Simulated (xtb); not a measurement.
AuCl, SMILES [Cl][Au], multiplicity 1. All values are semi-empirical tight-binding results from xtb (GFN2-xTB unless named), good for trends rather than for accurate numbers. Geometry optimised at GFN2-xTB. The spin state was assumed, not searched.

For metal compounds this method's bond lengths and energies can be far off.

```yaml
point_group_as_xtb_finds_it: C∞v
orbital_gap: 3.33 eV
```
